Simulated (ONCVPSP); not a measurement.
# Which change was made? (Ti, ONCV)

titanium, optimised norm-conserving Vanderbilt (ONCV), made with ONCVPSP 4.0.1 (PBEsol, scalar-relativistic). Core [Ne], reference 3s2 3p6 3d2 4s2. Waves: 3s+4s: rc 2.00 bohr, ncon 5, nbas 8, qcut 6.4 1/bohr, 2 projectors; 3p: rc 1.70 bohr, ncon 4, nbas 8, qcut 10 1/bohr, 1 projector; 3d: rc 1.85 bohr, ncon 4, nbas 9, qcut 9.3 1/bohr, 1 projector. Local part: polynomial inside 1.65 bohr (lpopt 5, dvloc0 0 Ha). Core correction: none.

Cutoffs, loose and tight: the cutoffs (Ha) at which the residual kinetic energy of the hardest occupied pseudo-wave falls to 1 and 0.1 mHa per electron. They do not see the model core or the augmentation charge, which bear on the density cutoff. Test errors are all-electron minus pseudo excitation energies from the reference, over the configurations 3s2 3p6 3d2 4s1; 3s2 3p6 3d2 4s0; 3s2 3p6 3d1 4s0; 3s2 3p6 3d2 4s1.5; variants that change the core or the reference have their own tests.

The base gives: outcome: generated; cutoff, loose: 29 Ha; cutoff, tight: 34 Ha; bound ghosts: none; GHOST(+) flags above zero: none; largest test error (meV): +33.

Q: After one change the result is: outcome: generated; cutoff, loose: 22 Ha; cutoff, tight: 27 Ha; bound ghosts: none; GHOST(+) flags above zero: none; largest test error (meV): +61. Which change was it?
A. d: qcut 12.2
B. d: qcut 7.2
C. d: qcut 5.8

A: B. The others give: d: qcut 12.2 → outcome: generated; cutoff, loose: 37 Ha; cutoff, tight: 45 Ha; bound ghosts: none; GHOST(+) flags above zero: none; largest test error (meV): +16 | d: qcut 5.8 → outcome: generated; cutoff, loose: 54 Ha; cutoff, tight: 90 Ha; bound ghosts: none; GHOST(+) flags above zero: none; largest test error (meV): +99.
